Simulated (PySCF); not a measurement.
The vertical singlet excitations below were computed for one of the candidates. Computed, not measured: TDDFT CAM-B3LYP/def2-SVPD, vertical, gas phase, core orbitals frozen in the response (PySCF 2.14.0, density-fitted response routines). Geometries: PBE0-D3(BJ)/def2-SVP, one conformer each. Relativistic effects are left out although some hold elements past zinc.

```tsv
state	λ (nm)	f
S1	172.2	0.0016
S2	164.3	0.0075
S3	155.5	0.078
S4	154.9	0.022
S5	152.3	0.047
S6	150.7	0.107
S7	147.2	0.011
S8	145.7	0.097
S9	144.9	0.043
S10	144.0	0.057
```

Question: Which structure fits? All have the formula C6H13FGe.
A. `CC(C)[C@@H]1[GeH2][CH2][C@@H]1F`
B. `C[C@@H]1CC[C@H](F)[CH2][GeH2]1`
C. `C[C@@H]1[CH2][GeH2][CH2][C@H](F)C1`

Answer: B. Its S1 lies at 7.20 eV; the nearest of the others has S1 at 6.94 eV. S1 is HOMO→LUMO (83%). Löwdin shares by element: HOMO carbon 46% or more, germanium 19% (atoms not listed hold the other 34%); LUMO germanium 23%, carbon 13% or more, hydrogen 6% or more (atoms not listed hold the other 57%). At the same level the other candidates give, for their lowest levels:
- `C[C@@H]1[CH2][GeH2][CH2][C@H](F)C1`: 161 nm (f 0.016); 154 nm (f 0.052); 148 nm (f 0.037); 147 nm (f 0.055); 147 nm (f 0.130); T1 7.42 eV; HOMO -9.47, LUMO 1.09 eV
- `CC(C)[C@@H]1[GeH2][CH2][C@@H]1F`: 179 nm (f 0.054); 171 nm (f 0.025); 170 nm (f 0.052); 162 nm (f 0.022); 161 nm (f 0.144); T1 6.13 eV; HOMO -8.97, LUMO 0.95 eV
Triplets come from the Tamm–Dancoff approximation.
